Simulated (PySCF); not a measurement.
Computed shifts of a molecule CH7GeNO, PBE/pcSseg-1 run with PySCF, GIAO, gas phase, atoms alike by connectivity averaged where their shifts nearly agree, in ppm (number of nuclei): ¹³C: 37.7 (1). ¹⁵N: 55.4 (1). ¹H: 5.68 (1), 5.31 (1), 3.23 (3), 0.96 (1), 0.33 (1). References: ¹³C against TMS (σ = 182.0 ppm); ¹⁵N against NH3 (σ = 267.0 ppm); ⁷³Ge against GeH4 (σ = 1614.4 ppm); ¹⁷O against H2O (σ = 334.3 ppm); ¹H against TMS (σ = 31.49 ppm), references at their B3LYP-D3(BJ)/def2-TZVP geometries, non-relativistic. The structure is a stationary point at ωB97X-D3(BJ)/def2-SVP. The values are those of a single conformer.

Task: Which molecule gave these data?
(A) C[NH][GeH2][OH]
(B) [CH3][Ge@@H]([NH2])[OH]
(C) N[CH2][GeH2][OH]

Result: A, C[NH][GeH2][OH]
